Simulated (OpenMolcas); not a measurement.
Ag5+: moving or changing the point charges

Ag5+ among 8 point charges of -1.2 e arranged as a cube (Oh), 2.07 Å from the ion.
```
   1.1951    1.1951    1.1951  -1.20
   1.1951    1.1951   -1.1951  -1.20
   1.1951   -1.1951    1.1951  -1.20
   1.1951   -1.1951   -1.1951  -1.20
  -1.1951    1.1951    1.1951  -1.20
  -1.1951    1.1951   -1.1951  -1.20
  -1.1951   -1.1951    1.1951  -1.20
  -1.1951   -1.1951   -1.1951  -1.20
```

* Program: OpenMolcas 26.06
* Method: CASSCF
* Basis: ANO-RCC-VTZP [7s6p4d2f1g]
* Scalar Hamiltonian: DKH2, point nucleus
* Active space: 6 electrons in 5 orbitals (4d)
* State averaging: 2S+1 = 5 even, 5 roots; 2S+1 = 3 even, 45 roots; 2S+1 = 1 even, 50 roots
* Spin-orbit coupling: RASSI with atomic mean-field integrals over the reference wave functions

Runs around this geometry, states (labels of O, the rotations of Oh). Energies in cm-1 above the lowest state or level, χT in cm3 K/mol; 10Dq and B are least-squares fits to the states below 45000 cm-1, weighted by degeneracy, with a free offset, and given where the rms deviation is under 5 % of |10Dq| (or 100 cm-1) and under 700 cm-1; 10Dq is negative for this site.

```tsv
R (Å)	q (e)	Ground state	First state of that spin	10Dq	B (rms of fit)	First gap with spin-orbit (degeneracies)	χT at 300 K	First state of another spin
2.07	-0.6	5E	5T2 926.1	-898	1132 (11)	74.8 (1, 3)	5.444	3T1 23064
1.95	-1.2	5E	5T2 2501	-2421	1133 (22)	148.3 (1, 3)	4.886	3T1 22531
2.07	-1.2	5E	5T2 1855	-1798	1133 (16)	125.4 (1, 3)	5.114	3T1 22805
2.26	-1.2	5E	5T2 1195	-1159	1132 (12)	91.9 (1, 3)	5.354	3T1 23009
```

Taking |10Dq| as R^-n, n = -ln(1159 / 2421) / ln(2.26 / 1.95) = 5.0 between the shortest and longest distance. The point-charge formula for a cubic d site gives n = 5.

Scaling the charges by -0.6 / -1.2 = 0.50 scales |10Dq| by 898 / 1798 = 0.50; with fixed orbitals a first-order splitting would follow the charge.

An orbital doublet at a regular site is open to a Jahn-Teller distortion, which this geometry leaves out. Without dynamic correlation the repulsion within the d shell is too large (B by tens of per cent), so at a given field states of lower spin stand too high. Point charges give a weaker field than real ligands, and real ions of this kind are as a rule low spin; the high spin found here belongs to the model. The ground term spreads over less than 5000 cm-1, several times less than with real ligands, so orbital moments are less quenched and χT lies further from the spin-only value than at real sites. Spin-orbit coupling mixes the spin-free states strongly: the lowest level takes only 66 % from its leading state, 5E (figures for R = 2.07, q = -0.6; the like holds for R = 2.26, q = -1.2). Point charges carry no covalency, so the field is a model and not that of real ligands. No measured value stands beside these numbers.
